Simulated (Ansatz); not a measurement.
Correlation energies of CH6BFSSi, SMILES `FC[SiH2]BS` by basis set

| atom | x (Å) | y (Å) | z (Å) |
| --- | --- | --- | --- |
| F1 | -0.5620 | 1.7535 | 2.2635 |
| C2 | -0.1907 | 1.3624 | 0.9811 |
| Si3 | -0.2928 | -0.5242 | 0.7907 |
| B4 | 0.2359 | -1.1293 | -1.0540 |
| S5 | 0.7076 | 0.0736 | -2.2549 |
| H6 | -0.8519 | 1.8674 | 0.2682 |
| H7 | 0.8277 | 1.7229 | 0.7985 |
| H8 | 0.6032 | -1.1603 | 1.7970 |
| H9 | -1.6880 | -0.9634 | 1.0744 |
| H10 | 0.2371 | -2.2840 | -1.3538 |
| H11 | 0.9739 | -0.7187 | -3.3107 |

The species carries charge 0 and has multiplicity 1. All single points use the PBE0-D4/def2-TZVP geometry. It is one conformer, not always the lowest. Frozen core, restricted reference, the Gaussian-basis code of Ansatz. CBS rows extrapolate triple and quadruple zeta; past MP2 they add the triple-zeta difference.

```csv
basis,HF (Eh),MP2 corr.,CCSD corr.,(T),CCSD(T) total
def2-TZVPP,-852.03978,-0.82036,-0.87966,-0.03381,-852.95325
def2-QZVPP,-852.06709,-0.88697,–,–,–
CBS(def2),-852.07085,-0.93631,-0.99561,as TZ,-853.10027
```
